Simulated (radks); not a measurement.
Mo V, configuration [Kr] 4d2.

Method: scalar-relativistic Kohn-Sham, LDA (Slater exchange, Perdew-Wang correlation), spin-unpolarised, spherical densities, finite nucleus; Fermi nuclear charge, rms radius 4.4091 fm; computed with a radial shooting solver on a logarithmic mesh with Libxc functionals.

Energy parts (hartree):
part                       energy
total                 -4041.07194
kinetic                4165.55451
electron-nucleus      -9675.74503
Hartree                1586.83498
exchange-correlation   -117.71640

Orbitals (lengths in bohr, moments of r in powers of bohr; r(max) is where P^2 peaks):
1s: occ. 2; eigenvalue (hartree) -729.2324; <r^4> 7.235e-06; r(max) 0.02290; <1/r> 43.50
2s: occ. 2; eigenvalue (hartree) -104.5783; <r^4> 0.001341; r(max) 0.1298; <1/r> 9.792
2p: occ. 6; eigenvalue (hartree) -93.75414; <r^4> 0.0009590; r(max) 0.1036; <1/r> 9.528
3s: occ. 2; eigenvalue (hartree) -19.26599; <r^4> 0.06927; r(max) 0.3840; <1/r> 3.361
3p: occ. 6; eigenvalue (hartree) -15.71896; <r^4> 0.07632; r(max) 0.3773; <1/r> 3.200
3d: occ. 10; eigenvalue (hartree) -9.93015; <r^4> 0.08324; r(max) 0.3218; <1/r> 2.970
4s: occ. 2; eigenvalue (hartree) -4.09219; <r^4> 2.654; r(max) 0.9809; <1/r> 1.257
4p: occ. 6; eigenvalue (hartree) -3.11531; <r^4> 4.039; r(max) 1.056; <1/r> 1.128
4d: occ. 2; eigenvalue (hartree) -1.70859; <r^4> 11.91; r(max) 1.276; <1/r> 0.8635

The highest occupied level is 4d at -46.493 eV. The electron density at the nucleus is 9.227e+04 e/bohr^3 (large components only).

Run on one thread of a shared host, so times are rough (Arm Neoverse V2): 0.08 s of CPU time, 0.08 s wall, 14 iterations on 2189 mesh points.
